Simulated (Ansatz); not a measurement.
A geometry relaxed with r2SCAN-D4/def2-TZVP (Ansatz, a quantum-chemistry and plane-wave program), charge 0, multiplicity 1:

```xyz
11

C      0.7418    -0.4015     0.0538
H     -2.2931     0.0986    -0.8842
C     -0.2902     0.4227    -0.1494
H      0.5640    -1.4178     0.4000
C     -1.7186     0.0327     0.0472
H     -1.7983    -0.9950     0.4108
H      2.2927     0.8481    -0.3406
H     -2.2229     0.6825     0.7713
H     -0.0921     1.4358    -0.4992
H      2.7353    -0.5735     0.4098
N      2.0815    -0.1326    -0.2196
```

Problem. Write the SMILES of this molecule.

Solution. `C/C=C/N`
